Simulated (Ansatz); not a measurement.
C₃H₃F₂InO₂, SMILES `[F][In-]1([F])[O]C=CC=[O+]1`. Charge 0, multiplicity 1. In: def2 effective core potential.

Cartesian coordinates in Å:
```
F -1.667 2.070 1.982
In -0.454 1.786 0.505
F 0.305 3.273 -0.468
O -1.254 0.377 -0.828
C -0.767 -0.779 -0.998
C 0.343 -1.348 -0.381
C 1.152 -0.734 0.569
O 1.051 0.432 1.053
H -1.300 -1.398 -1.728
H 0.599 -2.359 -0.665
H 1.992 -1.320 0.960
```

List the harmonic frequencies (cm⁻¹, unscaled) at PBE0-D4/def2-TZVP in Ansatz. (Best estimate.)

The calculation gave: 48, 85, 120, 124, 158, 207, 283, 363, 397, 455, 534, 595, 622, 809, 928, 1014, 1018, 1059, 1170, 1385, 1423, 1508, 1557, 1690, 3078, 3079, 3231.

Is this a minimum?

Yes, all 27 modes are real.

Give the ideal-gas thermochemistry at 298.15 K and 1 bar (rigid rotor, harmonic oscillator; point group C2v, symmetry number 2).

Zero-point energy 161.1 kJ/mol; H(298) − E = 187.6 kJ/mol; entropy 401.9 J/(mol·K), of which translation 176.3, rotation 116.9, vibration 108.7; G(298) − E = 67.8 kJ/mol. Modes under 100 cm⁻¹ are hindered rotations or soft bends, so the harmonic entropy is rough.
